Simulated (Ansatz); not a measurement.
Reaction (ligand exchange at the Si–C bond): `F[SiH2]C(F)S` + `C#CNC` → `C#CN(C)[SiH2]F` + `FCS`

Computed with Ansatz on PBE0-D4/def2-TZVP structures; ΔE is electronic, products minus reactants. CCSD(T)/CBS is the MP2 limit (def2-TZVPP, def2-QZVPP) plus CCSD(T) − MP2 in def2-TZVPP, frozen cores. DFT in def2-TZVPP. One conformer a species, not always the lowest.

```tsv
level	ΔE (kcal/mol)	difference from CCSD(T)/CBS
PBE-D4	-17.7	3.1
r2SCAN-D4	-19.2	1.6
PBE0-D4	-19.0	1.8
PBE0	-18.8	2.0
MP2/def2-TZVPP	-22.3	-1.5
CCSD/def2-TZVPP	-21.5	-0.7
CCSD(T)/def2-TZVPP	-21.3	-0.5
HF/def2-QZVPP	-23.0	-2.2
MP2/CBS(def2)	-21.7	-0.9
CCSD/CBS(def2)	-21.0	-0.2
CCSD(T)/CBS	-20.8	0
```

Largest T1 diagnostic among the species: 0.012.

From PBE to PBE0 (25 % exact exchange), in def2-TZVPP and without D4, ΔE moves by −1.3 kcal/mol.
